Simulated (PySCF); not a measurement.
Radial density of Cu²⁺ (copper, charge +2)

B3LYP, [Ar] 3d9, 2D determinant. Computed with PySCF 2.14 in def2-TZVP (6s4p4d1f, 45 functions), with the non-relativistic Hamiltonian (point nucleus).

| r (bohr) | 4πr²ρ (e/bohr) | 4πr²(ρα − ρβ) |
| --- | --- | --- |
| 0.000737 | 0.1086 | 0.0000 |
| 0.00124 | 0.2992 | 0.0000 |
| 0.00209 | 0.8042 | 0.0000 |
| 0.00351 | 2.098 | 0.0000 |
| 0.00590 | 5.163 | 0.0000 |
| 0.00992 | 11.59 | 0.0001 |
| 0.0167 | 22.19 | 0.0002 |
| 0.0281 | 32.91 | 0.0004 |
| 0.0472 | 33.56 | 0.0011 |
| 0.0794 | 27.75 | 0.0064 |
| 0.134 | 36.95 | 0.0455 |
| 0.225 | 33.67 | 0.2453 |
| 0.378 | 17.55 | 0.8001 |
| 0.636 | 22.50 | 1.1325 |
| 1.07 | 9.786 | 0.5941 |
| 1.80 | 1.441 | 0.1111 |
| 3.03 | 0.1009 | 0.0050 |
| 5.09 | 1.320e-05 | 0.0000 |
